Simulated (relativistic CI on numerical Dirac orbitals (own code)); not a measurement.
Radial parameters of Tl2+

These numbers are calculated, not measured: Dirac-Coulomb-Breit CI, separate exchange-only KLI orbitals for each configuration, model QED, valence Slater integrals scaled by 0.85, P86 correlation energy added to each configuration (own radial code, finite nucleus).

Slater integrals F^k, G^k are unscaled and averaged over j, outside the closed core [Xe] 4f14; ζ comes from projecting the Hamiltonian with its Breit term on Σ l·s of the shell.

- 5d10.6p: ζ(6p) = 9057.6 cm⁻¹; <r>(6p) = 2.931, <r^2>(6p) = 9.714 (bohr units).
- 5d9.6s2: ζ(5d) = 6919.9 cm⁻¹; <r>(5d) = 1.339, <r^2>(5d) = 2.079 (bohr units).
- 5d10.6d: ζ(6d) = 440.19 cm⁻¹; <r>(6d) = 4.583, <r^2>(6d) = 23.49 (bohr units).

In this model ζ of a weakly bound d, f or g electron outside closed shells comes out too small, for d by up to a factor of two or three and at times with the wrong sign; that of an outer p electron is too small as well.

For a near-neutral ion this model can misplace configurations by up to about 10,000 cm⁻¹ (more where the count of f electrons changes) and terms by 10 to 25 % of their spread. Rates follow the energies as ν³ (E1, M1) or ν⁵ (E2), so they and the lifetimes can be off by large factors. The fine structure of a lone outer electron comes out too small, for d and f at times inverted, and misplaced configurations move strength between like terms. 7 of the 7 excited levels that our extract of the measured tables holds in this range could be paired (the sources list more); they are missed by 5977 cm⁻¹ on average and 7626 at most, and levels without a partner can miss by more.

Averages of the first 10 configurations, taken without configuration mixing, which lowers the lowest level and can move excited configurations by several eV; other configurations of the list can lie among them:

```json
{"Configuration": "5d10.6s", "Parity": "even", "States": "2", "Average energy above the lowest level (eV)": "0.0"}
{"Configuration": "5d10.6p", "Parity": "odd", "States": "6", "Average energy above the lowest level (eV)": "9.0"}
{"Configuration": "5d9.6s2", "Parity": "even", "States": "10", "Average energy above the lowest level (eV)": "10.1"}
{"Configuration": "5d10.6d", "Parity": "even", "States": "10", "Average energy above the lowest level (eV)": "17.3"}
{"Configuration": "5d10.7s", "Parity": "even", "States": "2", "Average energy above the lowest level (eV)": "16.4"}
{"Configuration": "5d9.6s.6p", "Parity": "odd", "States": "120", "Average energy above the lowest level (eV)": "18.5"}
{"Configuration": "5d10.7p", "Parity": "odd", "States": "6", "Average energy above the lowest level (eV)": "19.0"}
{"Configuration": "5d9.6s.5f", "Parity": "odd", "States": "280", "Average energy above the lowest level (eV)": "31.7"}
{"Configuration": "5d10.5f", "Parity": "odd", "States": "14", "Average energy above the lowest level (eV)": "20.8"}
{"Configuration": "5d10.8s", "Parity": "even", "States": "2", "Average energy above the lowest level (eV)": "21.8"}
```
